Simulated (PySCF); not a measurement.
B(Cl)(GeH3)(OH) (BClGeH4O), SMILES O[B](Cl)[GeH3]. Atoms are numbered in the order given.

```xyz
8

B      0.4627     0.6862     0.0000
Cl    -0.7743     1.9780     0.0000
Ge    -0.1329    -1.3027     0.0000
H     -1.0000    -1.5991     1.2430
H     -1.0000    -1.5991    -1.2430
H      1.0671    -2.2726     0.0000
O      1.7636     1.0161     0.0000
H      1.9254     1.9727     0.0000
```

Geometry: B3LYP-D3(BJ)/def2-SVP. The structure was generated by enumeration, and PubChem lists no compound with its InChIKey, so it may never have been made. The values are those of a single conformer.

Two levels are set side by side: PBE/pcSseg-1 (PySCF) and B3LYP/pcSseg-1 (PySCF). GIAO shifts against BF3 (¹¹B), GeH4 (⁷³Ge), H2O (¹⁷O), HCl (³⁵Cl), TMS (¹H) at the same level; non-relativistic, no solvent, atoms listed together averaged. Without spin–orbit terms, shifts of atoms bonded to Cl or Br come out too high at both levels. Differences are taken from unrounded values.

```
quantity                   B3LYP    PBE  PBE minus B3LYP
-------------------------  -----  -----  ---------------
δ(¹¹B) of B1 (ppm)          39.1   36.4             -2.8
δ(³⁵Cl) of Cl2 (ppm)       249.9  279.1             29.3
δ(⁷³Ge) of Ge3 (ppm)        -5.0   -7.3             -2.2
δ(¹H) of H4, H5, H6 (ppm)   3.88   3.95             0.07
δ(¹⁷O) of O7 (ppm)         219.1  231.0             11.8
δ(¹H) of H8 (ppm)           6.48   6.70             0.23
```

Rough cost on one machine, each run with all the roots and properties that it gave: B3LYP against PBE within a factor of 2.
